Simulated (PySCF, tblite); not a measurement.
Parent: `[CH3:1][CH2:2][n:3]1[n:4][n:5][cH:6][c:7]1[SiH3:8]` with C1–C2–N3–N4 100°, C4H9N3Si.

The geometries are computed with GFN2-xTB (gas phase). One conformer each, not checked by frequencies here.

```csv
coordinate of the parent,value
C1–C2,1.526 Å
C2–N3,1.436 Å
N3–N4,1.325 Å
N4–N5,1.282 Å
N5–C6,1.340 Å
C6–C7,1.387 Å
C7–Si8,1.867 Å
N3–C7,1.358 Å
C1–C2–N3,111.4°
C2–N3–N4,120.4°
C2–N3–C7,128.9°
N4–N3–C7,110.7°
N3–N4–N5,108.9°
N4–N5–C6,108.8°
N5–C6–C7,109.1°
C6–C7–Si8,130.3°
N3–C7–C6,102.6°
N3–C7–Si8,127.1°
```

Problem. How does the shared frame change in `[CH3:1][CH:2]([CH3:3])[n:4]1[n:5][n:6][cH:7][c:8]1[SiH3:9]` with C1–C2–N4–N5 -60°, C5H11N3Si? Atoms pair as C1 = C3, C2 = C2, N3 = N4, N4 = N5, N5 = N6, C6 = C7, C7 = C8, Si8 = Si9 (parent first).

Solution. 
| parent | relative | value in the relative | change |
| --- | --- | --- | --- |
| C1–C2 | C3–C2 | 1.527 Å | +0.001 |
| C2–N3 | C2–N4 | 1.444 Å | +0.008 |
| N3–N4 | N4–N5 | 1.324 Å | -0.001 |
| N4–N5 | N5–N6 | 1.282 Å | 0.000 |
| N5–C6 | N6–C7 | 1.340 Å | 0.000 |
| C6–C7 | C7–C8 | 1.387 Å | 0.000 |
| C7–Si8 | C8–Si9 | 1.867 Å | 0.000 |
| N3–C7 | N4–C8 | 1.357 Å | -0.001 |
| C1–C2–N3 | C3–C2–N4 | 109.1° | -2.3 |
| C2–N3–N4 | C2–N4–N5 | 120.5° | +0.1 |
| C2–N3–C7 | C2–N4–C8 | 128.8° | -0.1 |
| N4–N3–C7 | N5–N4–C8 | 110.7° | 0.0 |
| N3–N4–N5 | N4–N5–N6 | 108.9° | 0.0 |
| N4–N5–C6 | N5–N6–C7 | 108.7° | -0.1 |
| N5–C6–C7 | N6–C7–C8 | 109.0° | -0.1 |
| C6–C7–Si8 | C7–C8–Si9 | 131.0° | +0.7 |
| N3–C7–C6 | N4–C8–C7 | 102.6° | 0.0 |
| N3–C7–Si8 | N4–C8–Si9 | 126.4° | -0.7 |

Of the parent's bonds, C2–N3 changes most (+0.008 Å). Bonds of the relative outside the shared frame: C1–C2 1.527 Å.

Problem. How does the shared frame change in `[CH3:1][CH2:2][n:3]1[n:4][n:5][cH:6][c:7]1[O:8][CH3:9]` with C1–C2–N3–N4 90°, C6–C7–O8–C9 2°, C5H9N3O? Atoms pair as C1 = C1, C2 = C2, N3 = N3, N4 = N4, N5 = N5, C6 = C6, C7 = C7 (parent first).

Solution. 
| parent | relative | value in the relative | change |
| --- | --- | --- | --- |
| C1–C2 | C1–C2 | 1.526 Å | 0.000 |
| C2–N3 | C2–N3 | 1.437 Å | +0.001 |
| N3–N4 | N3–N4 | 1.336 Å | +0.011 |
| N4–N5 | N4–N5 | 1.274 Å | -0.008 |
| N5–C6 | N5–C6 | 1.347 Å | +0.007 |
| C6–C7 | C6–C7 | 1.381 Å | -0.006 |
| N3–C7 | N3–C7 | 1.355 Å | -0.003 |
| C1–C2–N3 | C1–C2–N3 | 111.1° | -0.3 |
| C2–N3–N4 | C2–N3–N4 | 122.8° | +2.4 |
| C2–N3–C7 | C2–N3–C7 | 127.9° | -1.0 |
| N4–N3–C7 | N4–N3–C7 | 109.2° | -1.5 |
| N3–N4–N5 | N3–N4–N5 | 108.9° | 0.0 |
| N4–N5–C6 | N4–N5–C6 | 109.8° | +1.0 |
| N5–C6–C7 | N5–C6–C7 | 107.3° | -1.8 |
| N3–C7–C6 | N3–C7–C6 | 104.6° | +2.0 |

Of the parent's bonds, N3–N4 changes most (+0.011 Å). Bonds of the relative outside the shared frame: C7–O8 1.349, O8–C9 1.412 Å. Point group C1 → C1.
